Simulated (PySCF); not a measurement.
Molecule: `CCC[SiH2]S[SiH3]`, C3H12SSi2.

Geometry (Å), atoms numbered from 1 in this order:
```xyz
18

C    -3.2728    0.2898    0.0194
C    -1.9022    0.6900   -0.5059
C    -0.7549   -0.0252    0.2081
Si    0.9491    0.4600   -0.4100
S     2.3852   -0.6747    0.7349
Si    4.1972    0.0973   -0.1205
H    -3.3700    0.5223    1.0919
H    -4.0794    0.8176   -0.5121
H    -3.4442   -0.7919   -0.1002
H    -1.7764    1.7824   -0.4052
H    -1.8494    0.4833   -1.5892
H    -0.7865    0.1789    1.2930
H    -0.8542   -1.1200    0.1023
H     1.1098    0.1567   -1.8667
H     1.1972    1.9241   -0.2224
H     4.3029    1.5736    0.0829
H     5.3184   -0.5908    0.5793
H     4.2654   -0.1850   -1.5861
```

Geometry PBE0-D3(BJ)/def2-SVP throughout; GIAO in PySCF 2.14, gas phase, one conformer, non-relativistic; equivalent atoms averaged; functional PBE0.

(1) How do the shifts δ (against TMS at the same level) depend on the basis set? (a selection of nuclei; ppm; last column core-seconds on shared hosts with different chips, so compare them loosely)

(2) Which nucleus among those listed moves most, in ppm?

(3) Taking the largest basis, def2-TZVP (276 functions), as the yardstick, rank the others by their worst heavy-atom deviation.

Answers

(1) 
```tsv
basis set	functions	C2	C1	C3	Si4	H16/H17/H18	H14/H15	H7/H8/H9	H10/H11	H12/H13	core-s
STO-3G	54	25.6	21.2	10.5	-18.4	1.74	1.72	0.75	0.58	0.31	5.5
6-31G	90	20.3	19.3	16.7	8.3	4.23	4.29	1.28	1.54	1.17	11
pcSseg-0	90	19.3	21.2	15.1	-35.1	4.49	4.68	1.22	1.08	0.86	9.1
6-31G*	120	19.2	18.9	16.2	3.9	4.72	4.78	1.11	1.51	1.02	14
def2-SVP	156	19.1	18.9	16.9	-22.8	4.65	4.68	0.95	1.17	0.85	18
cc-pVDZ	156	22.2	20.2	19.1	-15.4	4.62	4.67	1.01	1.33	0.98	21
pcSseg-1	183	20.5	20.1	17.9	-15.6	4.62	4.62	1.11	1.24	0.90	19
6-311+G(2d,p)	258	20.8	19.0	19.3	-16.7	4.96	4.99	1.00	1.43	0.99	39
aug-cc-pVDZ	258	22.0	19.0	18.5	-16.9	4.86	4.88	1.11	1.48	1.08	45
def2-TZVP	276	21.6	20.0	19.6	-17.9	4.96	4.99	1.03	1.45	0.96	45
```

(2) Si4 (silicon bonded to C, S, 2 H): from -35.1 ppm with pcSseg-0 to 8.3 ppm with 6-31G. The smallest spread is 0.53 ppm, at H7/H8/H9. Proton shifts span only some 12 ppm, so a few tenths of a ppm matter as much there as several ppm in carbon.

(3) aug-cc-pVDZ 1.1 ppm (258 functions), 6-311+G(2d,p) 1.3 ppm (258 functions), pcSseg-1 2.4 ppm (183 functions), cc-pVDZ 2.5 ppm (156 functions), def2-SVP 4.9 ppm (156 functions), STO-3G 9.1 ppm (54 functions), pcSseg-0 17.1 ppm (90 functions), 6-31G* 21.9 ppm (120 functions), 6-31G 26.2 ppm (90 functions).

A small basis that lands close on one nucleus may do so by chance; judge by the trend and by all nuclei.
